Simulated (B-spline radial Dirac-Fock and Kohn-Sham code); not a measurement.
Z = 46 (palladium), transition energy 15.6 keV. Level of theory: a Dirac-Hartree-Slater potential of the neutral atom with a Latter tail (no hole, which puts coefficients of high multipoles low close above an edge), finite nucleus with surface currents; a B-spline atomic structure program. The K shell is not open to conversion at this energy. Subshells that would emit electrons below 1 keV are left out.

Q: A pure transition shows α(L) = 3.36e+07, L1/L2 = 8.48 and L1/L3 = 0.0878. What is its multipolarity?
A. M4
B. M2
C. E4
D. E2
E. E1
F. M3
G. M1
H. E3

A: A. For comparison, α(L), L1/L2, L1/L3 are E1 3.51, 2.07, 1.22; E2 1700, 0.00431, 0.00267; E3 326000, 0.00755, 0.00477; E4 2.90e+07, 0.0115, 0.00730; M1 9.60, 12.0, 42.1; M2 1710, 13.2, 2.01; M3 313000, 10.7, 0.243.

Values without a named source are computed, but for edge energies of neutral atoms, which are taken from tables.
